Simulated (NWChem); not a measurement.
System: SiH2I cation

The following NWChem deck was run.

```
start job
memory heap 200 mb stack 900 mb global 1100 mb
charge 1
geometry units angstroms noautoz
  Si     0.000000     0.000000     1.788589
  I      0.000000     0.000000    -0.525219
  H      0.000000     1.289279     2.515381
  H      0.000000    -1.289279     2.515381
end
basis spherical
  * library def2-tzvp
end
ecp
  I library def2-ecp
end
dft
  xc optx lyp
  iterations 150
  mulliken
end
task dft energy
```

Structure relaxed at the PBE0/def2-SVP level. def2 effective core potentials on I; no spin-orbit coupling.

### Question
What results follow from this input? (OLYP/def2-TZVP with def2 effective core potentials on I.) Quantities: energy (Ha); highest occupied level (eV); orbital gap (eV).

### Answer
- energy (Ha): -588.40
- highest occupied level (eV): -12.60
- orbital gap (eV): 2.85
